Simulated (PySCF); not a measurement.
Species: BH6PSSi.
SMILES: `[SiH3]SBP`

A linear-response calculation (PySCF, def2-SVPD basis, gas phase, vertical, core orbitals frozen in the response) gave these numbers; the functional is withheld.

Orbital energies (eV): HOMO-3 -9.60, HOMO-2 -8.92, HOMO-1 -8.28, HOMO -7.41, LUMO -1.55, LUMO+1 -0.32, LUMO+2 0.15.

```tsv
state	E (eV)	f	main configurations (H = HOMO, L = LUMO)
S1	4.83	0.085	H→L (89%)
S2	5.59	0.100	H-1→L (78%), H-2→L (12%)
S3	5.96	0.018	H→L+1 (92%)
S4	6.26	0.025	H-2→L (74%), H-1→L (14%)
S5	6.44	0.022	H→L+2 (50%), H-3→L (26%), H-1→L+1 (9%)
S6	6.51	0.014	H-3→L (61%), H→L+2 (28%)
```

Triplets, Tamm–Dancoff:

```json
{"state": "T1", "E (eV)": "3.86", "λ (nm)": "321.1", "main configurations (H = HOMO, L = LUMO)": "H→L (96%)"}
{"state": "T2", "E (eV)": "4.58", "λ (nm)": "270.5", "main configurations (H = HOMO, L = LUMO)": "H-1→L (92%)"}
{"state": "T3", "E (eV)": "5.39", "λ (nm)": "230.0", "main configurations (H = HOMO, L = LUMO)": "H-2→L (90%)"}
{"state": "T4", "E (eV)": "5.52", "λ (nm)": "224.6", "main configurations (H = HOMO, L = LUMO)": "H→L+1 (58%), H→L+3 (14%), H→L+4 (12%)"}
```

Vertical ionisation energy by ΔSCF with the same functional: 9.31 eV. Mean static polarisability: 92.2 au.

Question: Name the functional.
A. PBE
B. HF
C. wB97X-D
D. PBE0

Answer: D. PBE0 is a global hybrid with 25% exact exchange. In this run −ε(HOMO) = 7.41 eV differs from the ΔSCF value by -1.90 eV, and S1 differs from the orbital gap of 5.86 eV by -1.03 eV. The ratio −ε(HOMO)/IP is 0.80. Usual ranges for neutral molecules in this basis: 0.7 to 0.83 with PBE0, 0.5 to 0.7 with PBE, 0.89 to 0.99 with wB97X-D; with Hartree–Fock the ratio is 1 or more (Koopmans' value less the relaxation energy is the ΔSCF value). The other options: PBE, a GGA without exact exchange; HF, time-dependent Hartree–Fock, 100% exact exchange; wB97X-D, range-separated, 22% exact exchange at short range and 100% at long range (ω = 0.2 bohr⁻¹).

Method used: PySCF, TDDFT PBE0/def2-SVPD, vertical, gas phase, core orbitals frozen in the response. Geometry: PBE0-D3(BJ)/def2-SVP, one conformer, isolated molecule.

Conformer computed: `[SiH3:1][S:2][BH:3][PH2:4]`: Si1–S2–B3–P4 -6°, H–P4–B3–S2 44°, H–P4–B3–S2 144°.
